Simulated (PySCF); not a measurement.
PySCF job for CH₂NO, SMILES N=C=[OH+], charge +1, PBE-D3(BJ)/def2-TZVP. The structure is a stationary point at PBE-D3(BJ)/def2-TZVP. The isomer is the one that the SMILES or the coordinates give; other isomers of the formula were not compared.

```python
import numpy as np
from pyscf import gto, scf, dft, df
from pyscf.hessian import thermo

mol = gto.M(
    atom='''
    N     0.00926698    1.21547706    0.00000000
    C     0.01908808    0.06362038    0.00000000
    O    -0.11495806   -1.17552764    0.00000000
    H     0.02625547    2.23093558    0.00000000
    H     0.71401168   -1.71677619    0.00000000
    ''',
    basis='def2-TZVP',
    charge=1,
    spin=0,
    max_memory=1600,
    verbose=3,
)
mf = dft.RKS(mol, xc='pbe').density_fit(auxbasis='def2-universal-jkfit')
mf.disp = 'd3bj'
mf.grids.level = 3
mf.conv_tol = 1e-11
mf.max_cycle = 100
mf.kernel()

# [left out here: the lines that compute and print the analytic Hessian (its translational invariance restored by hand, since the grid's response is missing), thermochemistry and intensities]
```

Output:

```
converged SCF energy = -168.832408886815

WARN: DFTD3 does not support analytical Hessian, using finite difference


WARN: Mole.unit (angstrom) is changed to Bohr

Mode                                 0                   1                   2
Irrep
Freq [cm^-1]                      228.9543            436.7503            516.5299
Reduced mass [au]                   1.4615              3.1868              1.2923
Force const [Dyne/A]                0.0451              0.3582              0.2031
Char temp [K]                     329.4142            628.3864            743.1715
Normal mode                   x     y     z       x     y     z       x     y     z
       0   N                -0.00 -0.00 -0.13   -0.14 -0.00  0.00   -0.02  0.00  0.00
       1   C                 0.00 -0.00  0.10    0.19 -0.01  0.00   -0.13  0.00 -0.00
       2   O                -0.00  0.00 -0.01   -0.04  0.02 -0.00    0.05 -0.02  0.00
       3   H                 0.00 -0.00  0.81    0.43 -0.01 -0.00    0.83 -0.01  0.00
       4   H                -0.00 -0.00 -0.06   -0.18 -0.20 -0.00    0.19  0.19  0.00
Mode                                 3                   4                   5
Irrep
Freq [cm^-1]                      534.0396           1058.6793           1221.2649
Reduced mass [au]                   3.0459              1.4385              4.6865
Force const [Dyne/A]                0.5118              0.9499              4.1183
Char temp [K]                     768.3641           1523.2038           1757.1282
Normal mode                   x     y     z       x     y     z       x     y     z
       0   N                -0.00  0.00  0.06    0.01 -0.02  0.00    0.00  0.15 -0.00
       1   C                 0.00 -0.00 -0.22   -0.09 -0.02 -0.00   -0.00  0.06  0.00
       2   O                -0.00  0.00  0.07    0.08  0.08  0.00    0.01 -0.17 -0.00
       3   H                -0.00  0.00  0.46    0.05 -0.03 -0.00    0.02  0.18  0.00
       4   H                -0.00 -0.00  0.24   -0.45 -0.68  0.00   -0.10 -0.34 -0.00
Mode                                 6                   7                   8
Irrep
Freq [cm^-1]                     2435.6202           3504.0317           3611.0393
Reduced mass [au]                   6.8888              1.0679              1.1395
Force const [Dyne/A]               24.0774              7.7255              8.7544
Char temp [K]                    3504.3152           5041.5214           5195.4816
Normal mode                   x     y     z       x     y     z       x     y     z
       0   N                -0.00  0.13  0.00   -0.00  0.01  0.00    0.00  0.09 -0.00
       1   C                -0.00 -0.24 -0.00   -0.00 -0.00 -0.00    0.00 -0.03  0.00
       2   O                 0.00  0.05  0.00   -0.05  0.04 -0.00    0.01 -0.00 -0.00
       3   H                -0.00  0.26 -0.00   -0.00 -0.14 -0.00   -0.02 -0.92 -0.00
       4   H                 0.02  0.07  0.00    0.79 -0.54  0.00   -0.11  0.08 -0.00
temperature 298.1500 [K]
pressure 101325.00 [Pa]
Rotational constants [GHz] 729.25218 9.93681 9.80323
Symmetry number 1
Zero-point energy (ZPE) 0.03086 [Eh]   81028.513 [J/mol]
                           tot       elec      trans        rot        vib
Entropy [J/mol/K]       252.543      0.000    155.950     79.722     16.871
Cv [J/mol/K]             50.407      0.000     12.472     12.472     25.463
Cp [J/mol/K]             58.721      0.000     20.786     12.472     25.463
Internal energy [J/mol]                      3718.434   3718.434  84308.064
Internal energy [Eh]   -168.79747  -168.83241
Enthalpy [J/mol]                             6197.391   3718.434  84308.064
Enthalpy [Eh]          -168.79652
Gibbs free energy [J/mol]                  -40299.225 -20050.637  79278.106
Gibbs free energy [Eh] -168.82520
mode   freq/cm-1   IR/(km/mol)
   1      228.95       138.212
   2      436.75        58.027
   3      516.53       106.397
   4      534.04        20.468
   5     1058.68       245.854
   6     1221.26        13.371
   7     2435.62       224.290
   8     3504.03       575.844
   9     3611.04       616.709
max |gradient| / (hartree/bohr): 2.6596788558387412e-05
APT charges: [-0.5086  1.0298 -0.5304  0.5158  0.4935]
```

Self-consistency was reached.

Cost: roughly 40 core-seconds.
